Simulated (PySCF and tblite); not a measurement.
## Conformers and averaged properties: C4HFN2O, numbered as in [N:1]#[C:2][C:3]([F:4])([C:5]#[N:6])[CH:7]=[O:8]

Level: PBE0-D3(BJ)/pcSseg-1//GFN2-xTB, thermal terms from GFN2-xTB, symmetry numbers and mirror pairs counted. Conformers within 2.5 kcal/mol (GFN2-xTB free energy) were kept, 6 at most. GIAO shieldings: PBE0/pcSseg-1. Shifts are against TMS (¹H), TMS (¹³C), CFCl3 (¹⁹F), NH3 (¹⁵N) at the same level. Codes: tblite and PySCF.

Torsions listed: F4–C3–C7–O8.

```json
{"conformer": "1", "shape": "179°", "symmetry": "Cs", "E(GFN2) kcal/mol": "0.00", "E(DFT) kcal/mol": "0.00", "G(298.15 K) kcal/mol": "0.00", "weight %": "63.4", "dipole D": "3.26"}
{"conformer": "2", "shape": "0°", "symmetry": "Cs", "E(GFN2) kcal/mol": "2.03", "E(DFT) kcal/mol": "0.24", "G(298.15 K) kcal/mol": "0.33", "weight %": "36.6", "dipole D": "1.52"}
```

Weights (%) against temperature:

| T (K) | 1 | 2 | S(mix) cal/mol/K |
| --- | --- | --- | --- |
| 250 | 65.5 | 34.5 | 1.28 |
| 298.15 | 63.4 | 36.6 | 1.30 |
| 350 | 61.7 | 38.3 | 1.32 |

Averaged shifts at 298.15 K. ¹H: 9.51 (H7, 1H) ppm. ¹³C: 190.1 (C7), 113.5 (C2/C5), 78.3 (C3) ppm. ¹⁹F: -187.8 (F4) ppm. ¹⁵N: 328.8 (N1/N6) ppm.

Coordinates of conformer 1 (Å):

```xyz
9

N    -0.122    2.188    1.384
C    -0.007    1.328    0.645
C     0.128    0.227   -0.306
F     0.046    0.699   -1.599
C     1.415   -0.427   -0.085
N     2.417   -0.945    0.080
C    -1.020   -0.792   -0.083
O    -1.205   -1.382    0.929
H    -1.638   -0.889   -0.992
```

Unscaled ¹⁹F and ¹⁵N shifts at such levels can be off by tens of ppm; differences between conformers or isomers are more reliable. Shifts are unscaled: against experiment ¹³C can be off by 15 ppm or more and ¹H by 0.8 ppm.

Search and properties took 14 s on 1 thread of AMD EPYC 9R45 96-Core (shared host) (rough), launched as `OMP_NUM_THREADS=1 python ens_run.py task.json out`.


¹⁵N shifts are against a computed isolated NH3 molecule, about 20 ppm from the liquid.

Conformer gaps in pcSseg-1 on xTB geometries can be 2 kcal/mol off for S=O, P=O and other polar bonds.